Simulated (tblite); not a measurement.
C$_{6}$H$_{15}$B, charge -1, doublet, geometry from GFN2-xTB (a state made from the parent by changing its charge; the spin is typed, not shown lowest); IPEA1-xTB in tblite.

tblite was given this input:
```
$ tblite run mol.xyz --method ipea1 --charge -1 --spin 1 --json tblite.json --no-restart

# file mol.xyz
22

B     -0.19978137    -0.26170281    -0.08144368
C      0.98735513     0.43979404    -0.96543347
C      1.89190619    -0.54739139    -1.72856220
H      1.65434692     1.04917240    -0.33415062
H      0.57458635     1.12709762    -1.71980173
H      1.29774661    -1.14502908    -2.42080795
H      2.37706642    -1.23211878    -1.03268588
H      2.67831123    -0.04343655    -2.30848115
C     -1.71978599     0.05363465    -0.58527780
C     -2.19850390     1.49923033    -0.31907725
H     -2.45331234    -0.61083677    -0.10260282
H     -1.82698516    -0.11985892    -1.66651244
H     -1.53619505     2.20851611    -0.81452781
H     -2.17200957     1.70806842     0.74972602
H     -3.22205742     1.68573466    -0.67607508
C      0.01094867    -0.19021484     1.54064112
C      1.06543758    -1.16737008     2.08239078
H     -0.93188535    -0.40343435     2.06420289
H      0.32048244     0.81657722     1.88459293
H      2.03108834    -0.96853106     1.61847153
H      0.78850969    -2.19579978     1.84644326
H      1.19506770    -1.09370347     3.17134023
```

The log (banner, timings and long lists left out):

```
xTB calculator
 | screened Coulomb repulsion
 | Coulomb electrostatics
 |  * isotropic Klopman-Ohno-Mataga-Nishimoto electrostatics
 |  * onsite third-order electrostatics
 | DFT-D3(BJ) dispersion correction

halogen bonding energy    0.0000000000000E+00 Eh
repulsion energy          4.4336880986656E-01 Eh
dispersion energy        -8.4669730723554E-03 Eh
number of electrons       4.3000000000000E+01 e
integral cutoff           4.0000000000000E+01 bohr

------------------------------------------------------------
  cycle        total energy    energy error   density error
------------------------------------------------------------
      1     -24.71414956924  -2.5149051E+01   5.0873712E-01
      2     -24.72048601525  -6.3364460E-03   3.1794326E-01
      3     -24.55900288877   1.6148313E-01   1.2716791E-01
      4     -24.73766270534  -1.7865982E-01   1.0055232E-02
      5     -24.73852908919  -8.6638385E-04   4.0670792E-03
      6     -24.73862748702  -9.8397831E-05   1.8837997E-03
      7     -24.73863138887  -3.9018565E-06   1.0076525E-03
      8     -24.73863800559  -6.6167129E-06   1.4160657E-04
      9     -24.73863819474  -1.8915529E-07   4.5442242E-05
     10     -24.73863821294  -1.8196868E-08   7.5562024E-06
------------------------------------------------------------

electronic energy        -2.5173540049733E+01 Eh
total energy             -2.4738638212939E+01 Eh

Post processing:
 | Mayer-Wiberg bond orders

[Info] JSON dump of results written to 'tblite.json'
```
